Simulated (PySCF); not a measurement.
C2H10Al2O2.
SMILES: `[O+]1([AlH2-][O+]([AlH2-]1)C)C`

The closed-shell SCF was solved with PySCF and density fitting under several settings on one GFN2-xTB geometry (grid level 2 and gas phase unless stated).

| settings | basis functions | SCF cycles | E (Eh) | HOMO (eV) | LUMO (eV) | dipole (D) |
| --- | --- | --- | --- | --- | --- | --- |
| PBE0/pcSseg-1 | 166 | 12 | -717.1224 | -7.54 | -0.20 | 0.17 |
| PBE0/def2-SVPD | 214 | 12 | -716.8534 | -7.54 | -0.38 | 0.16 |
| PBE0/pcSseg-1, IEF-PCM chloroform, grid level 1 | 166 | 10 | -717.1309 | -7.64 | -0.02 | 0.21 |
| PBE0/STO-3G, start guess huckel | 48 | 9 | -708.3755 | -4.18 | 6.37 | 0.15 |
| PBE/pcSseg-0, fitting basis def2-qzvpp-jkfit | 82 | 10 | -716.0637 | -6.21 | -0.83 | 0.20 |

**Question.** Estimate the rows for these settings: (1) B3LYP/MINI, fitting basis def2-universal-jkfit; (2) KT2/ANO-RCC-VDZP; (3) PBE0/def2-SVPD, start guess vsap.

**Answer.** 
```tsv
settings	basis functions	SCF cycles	E (Eh)	HOMO (eV)	LUMO (eV)	dipole (D)
B3LYP/MINI, fitting basis def2-universal-jkfit	48	9	-713.2169	-8.37	-0.93	0.21
KT2/ANO-RCC-VDZP	142	14	-725.6338	-6.35	-1.25	0.17
PBE0/def2-SVPD, start guess vsap	214	14	-716.8534	-7.54	-0.38	0.16
```

**Question.** Over all rows, what range does the HOMO–LUMO gap span?

**Answer.** From 5.10 eV (KT2/ANO-RCC-VDZP) to 10.55 eV (PBE0/STO-3G, start guess huckel). The functional of the narrowest has no exact exchange, that of the widest 25 % exact exchange.

**Question.** Compare two rows with the functional PBE0: PBE0/STO-3G, start guess huckel and PBE0/def2-SVPD, start guess vsap. Which energy is lower, and by how much?

**Answer.** PBE0/def2-SVPD, start guess vsap (214 functions) lies 8.4779 Eh or 5320 kcal/mol below PBE0/STO-3G, start guess huckel (48 functions).

Cycle counts include a coarse-grid stage where the run had one. KT2 was designed for NMR shieldings or shifts; total energies of different functionals aren't comparable. ANO-RCC sets were contracted for a scalar-relativistic Hamiltonian, but ran non-relativistically here. Geometry: GFN2-xTB; no vibrations or thermal averaging.
